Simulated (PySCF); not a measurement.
Spectra and structures to be paired. Computed, not measured: TDDFT wB97X-D/def2-SVPD, vertical, gas phase, core orbitals frozen in the response in PySCF 2.14.0, density-fitted response routines. Geometries: PBE0-D3(BJ)/def2-SVP; one conformer of each isolated species. Ions are computed without counter-ions or solvent.

A. `C[n+]1ccccc1OC`
B. `FB(F)C1=CC=C(F)C=C1`
C. `C=Cc1occ[n+]1CC`

Lowest singlet levels (six at most, fewer where fewer were computed) with oscillator strengths:

1. 250 nm (f 0.140); 200 nm (f 0.023); 176 nm (f 0.662); 172 nm (f 0.001); 166 nm (f 0.189); 157 nm (f 0.000)
2. 246 nm (f 0.436); 181 nm (f 0.026); 175 nm (f 0.108); 172 nm (f 0.009); 161 nm (f 0.083); 160 nm (f 0.210)
3. 236 nm (f 0.002); 215 nm (f 0.163); 185 nm (f 0.382); 179 nm (f 0.633); 169 nm (f 0.000); 168 nm (f 0.003)

Problem. Match each spectrum to its molecule.

Solution. 1 = A, 2 = C, 3 = B.
- A: S1 at 4.97 eV, HOMO→LUMO (93%); Löwdin shares by element: HOMO carbon 49% or more, oxygen 20% (atoms not listed hold the other 31%); LUMO carbon 53% or more, nitrogen 17% (atoms not listed hold the other 30%); HOMO -13.68 and LUMO -4.48 eV.
- B: S1 at 5.25 eV, HOMO-1→LUMO (57%), HOMO→LUMO+1 (42%); Löwdin shares by element: HOMO carbon 54% or more, fluorine 11% or more (atoms not listed hold the other 36%); LUMO carbon 45% or more, boron 15% (atoms not listed hold the other 40%); HOMO -9.53 and LUMO 0.17 eV; point group C2v, 1 of its 6 listed states under f = 0.0005.
- C: S1 at 5.04 eV, HOMO→LUMO (97%); Löwdin shares by element: HOMO carbon 70% or more (atoms not listed hold the other 30%); LUMO carbon 59% or more, nitrogen 14% (atoms not listed hold the other 27%); HOMO -13.58 and LUMO -4.77 eV.
A and C have S1 within 0.07 eV of each other; their strongest listed levels stand at 7.06 eV (f 0.662) and 5.04 eV (f 0.436).
